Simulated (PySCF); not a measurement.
A structure optimised at PBE-D3(BJ)/def2-SVP, used in a PySCF frequency run:

```
Si
N 1 1.7329
H 2 1.0240 1 118.63
H 2 1.0241 3 110.17 1 -142.71
N 1 1.7351 2 110.40 3 165.14
H 5 1.0211 1 119.12 2 115.20
H 5 1.0220 6 111.97 1 146.65
C 1 1.8922 2 110.80 3 40.11
H 8 1.1122 1 110.92 2 -60.12
H 8 1.1132 9 105.33 1 -117.62
N 8 1.4725 9 109.41 10 -117.42
H 11 1.0306 8 108.20 9 -64.94
H 11 1.0309 12 104.14 8 114.68
Cl 1 2.1252 2 115.84 3 -78.84
```
Charge 0, spin multiplicity 1.

Problem. Write its SMILES and formula.

Solution. NC[Si](N)(N)Cl, CH8ClN3Si

Problem. What are its rotational constants (standard atomic weights)?

Solution. 2.1888, 1.9579, 1.4924 GHz
